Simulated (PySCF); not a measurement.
## [TeO2]-, doublet: data card

Level of theory: UPBE0 in PySCF with Te def2-SVPD with ECP28, O def2-SVPD; scalar-relativistic core potentials, no spin–orbit coupling; density-fitted integrals.

The structure is a minimum.

```xyz
3
charge -1 multiplicity 2, angstrom
Te    0.0000    0.0000   -0.2114
O     1.5518    0.0000    0.8530
O    -1.5518    0.0000    0.8530
```

* Point group: C2v
* Bond lengths: Te–O 1.882 Å (×2)
* Bond angles: O–Te–O 111.1°
* Lowest empty level (β): 2.35 eV
* Highest occupied level (α): -0.47 eV
* Principal quadrupole moments (Buckingham, traceless) about the centre of mass: -12.60, 3.12, 9.47 D Å
* Dipole moment about the centre of mass: 4.49 D
* Spin squared ⟨S²⟩: 0.757
* Enthalpy at 298.15 K above 0 K: 11.68 kJ/mol
* Entropy at 298.15 K and 1 bar (electronic part: spin only): 281.5 J/(mol K)
* Rotational constants: 0.5797, 0.2188, 0.1589 cm⁻¹
* Zero-point energy: 10.5 kJ/mol
* Rotational symmetry number: 2
* Heat capacity Cp at 298.15 K: 46.8 J/(mol K)
* Principal polarisabilities: 55.1, 60.9, 75.0 bohr³

Harmonic modes (masses in u: Te 129.906, O 15.995):
| symmetry | ω (cm⁻¹) | IR (km/mol) |
| --- | --- | --- |
| a1 | 254 | 24.8 |
| a1 | 746 | 41.6 |
| b2 | 749 | 173 |

In C2v the vibrations span 2a1 + b2. Here b1 is antisymmetric to the molecular plane and b2 lies in it.

Charges (e); Mulliken and Löwdin values are unreliable with diffuse functions:
```
atom  Mulliken  Löwdin  polar tensor  spin (Mulliken)  Mayer order to Te1
 Te1      1.00    1.14          0.61             0.64                   –
O2,3     -1.00   -1.07         -0.80             0.18                1.16
```

Mulliken populations on Te1 (electrons outside its core potential): s 3.81, p 8.92, d 10.28.

Only a few start shapes were tried, so a lower isomer may exist. The lowest empty level of this anion is unbound, so it and the gap depend on the basis. With an element this heavy the missing spin–orbit coupling can shift these numbers.

The final relaxation and frequency run took 20 s on 2 threads of a shared Arm Neoverse V2 host, with 81 basis functions and 9 gradients; the process peaked at 0.77 GiB.
